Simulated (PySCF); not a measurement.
**Gd²⁺ (gadolinium, charge +2): PBE0 calculation**

Configuration: [Xe] 4f6 5d2, one real determinant (an excited configuration). Calculation: PySCF 2.14, in cc-pVDZ-X2C; the spin-free X2C one-electron Hamiltonian (Gaussian nucleus).

| Property | Result |
| --- | --- |
| Total energy | -11269.41 hartree |
| One-electron energy | -15352.48 hartree |
| Hartree (Coulomb) energy | 4334.69 hartree |
| Exchange-correlation energy | -251.62 hartree |
| ⟨S²⟩ | 20.0021 |
| ⟨L²⟩ | 24.024 |
| Sum of ⟨r⟩ | 36.76 bohr |
| Sum of ⟨r²⟩ | 44.47 bohr² |
| Langevin diamagnetic susceptibility | -35.2 ×10⁻⁶ cm³/mol |
| Time after the integrals | of the order of 5 core-seconds |

```json
{"shell": "1s α", "electrons": "1", "mean orbital energy (eV)": "-50121.4", "spread (eV)": "0", "rms radius, mean of both spins (bohr)": "0.0249"}
{"shell": "1s β", "electrons": "1", "mean orbital energy (eV)": "-50121.4", "spread (eV)": "0", "rms radius, mean of both spins (bohr)": "0.0249"}
{"shell": "2s α", "electrons": "1", "mean orbital energy (eV)": "-8325.5", "spread (eV)": "0", "rms radius, mean of both spins (bohr)": "0.101"}
{"shell": "2s β", "electrons": "1", "mean orbital energy (eV)": "-8325.3", "spread (eV)": "0", "rms radius, mean of both spins (bohr)": "0.101"}
{"shell": "2p α", "electrons": "3", "mean orbital energy (eV)": "-7423.1", "spread (eV)": "0", "rms radius, mean of both spins (bohr)": "0.0906"}
{"shell": "2p β", "electrons": "3", "mean orbital energy (eV)": "-7423.0", "spread (eV)": "0", "rms radius, mean of both spins (bohr)": "0.0906"}
{"shell": "3s α", "electrons": "1", "mean orbital energy (eV)": "-1879.0", "spread (eV)": "0", "rms radius, mean of both spins (bohr)": "0.261"}
{"shell": "3s β", "electrons": "1", "mean orbital energy (eV)": "-1876.1", "spread (eV)": "0", "rms radius, mean of both spins (bohr)": "0.261"}
{"shell": "3p α", "electrons": "3", "mean orbital energy (eV)": "-1596.7", "spread (eV)": "0", "rms radius, mean of both spins (bohr)": "0.261"}
{"shell": "3p β", "electrons": "3", "mean orbital energy (eV)": "-1593.8", "spread (eV)": "0", "rms radius, mean of both spins (bohr)": "0.261"}
{"shell": "3d α", "electrons": "5", "mean orbital energy (eV)": "-1217.3", "spread (eV)": "0.183", "rms radius, mean of both spins (bohr)": "0.240"}
{"shell": "3d β", "electrons": "5", "mean orbital energy (eV)": "-1214.6", "spread (eV)": "0.519", "rms radius, mean of both spins (bohr)": "0.240"}
{"shell": "4s α", "electrons": "1", "mean orbital energy (eV)": "-405.05", "spread (eV)": "0", "rms radius, mean of both spins (bohr)": "0.586"}
{"shell": "4s β", "electrons": "1", "mean orbital energy (eV)": "-398.13", "spread (eV)": "0", "rms radius, mean of both spins (bohr)": "0.586"}
{"shell": "4p α", "electrons": "3", "mean orbital energy (eV)": "-310.86", "spread (eV)": "0", "rms radius, mean of both spins (bohr)": "0.622"}
{"shell": "4p β", "electrons": "3", "mean orbital energy (eV)": "-303.70", "spread (eV)": "0", "rms radius, mean of both spins (bohr)": "0.622"}
{"shell": "4d α", "electrons": "5", "mean orbital energy (eV)": "-178.39", "spread (eV)": "0.612", "rms radius, mean of both spins (bohr)": "0.682"}
{"shell": "4d β", "electrons": "5", "mean orbital energy (eV)": "-170.38", "spread (eV)": "1.319", "rms radius, mean of both spins (bohr)": "0.682"}
{"shell": "5s α", "electrons": "1", "mean orbital energy (eV)": "-71.781", "spread (eV)": "0", "rms radius, mean of both spins (bohr)": "1.40"}
{"shell": "5s β", "electrons": "1", "mean orbital energy (eV)": "-68.056", "spread (eV)": "0", "rms radius, mean of both spins (bohr)": "1.40"}
{"shell": "5p α", "electrons": "3", "mean orbital energy (eV)": "-47.371", "spread (eV)": "0", "rms radius, mean of both spins (bohr)": "1.61"}
{"shell": "5p β", "electrons": "3", "mean orbital energy (eV)": "-43.972", "spread (eV)": "0", "rms radius, mean of both spins (bohr)": "1.61"}
{"shell": "4f α", "electrons": "6", "mean orbital energy (eV)": "-34.747", "spread (eV)": "0.633", "rms radius, mean of both spins (bohr)": "0.897"}
{"shell": "5d α", "electrons": "2", "mean orbital energy (eV)": "-19.013", "spread (eV)": "0", "rms radius, mean of both spins (bohr)": "2.37"}
```

⟨L²⟩ = 24.02 against 42 for a pure I term, so this real determinant mixes terms. Spin-orbit coupling, absent here, splits the open shell strongly.

Densities and radii are taken from the X2C orbitals without a picture-change correction, which distorts them close to the nucleus.
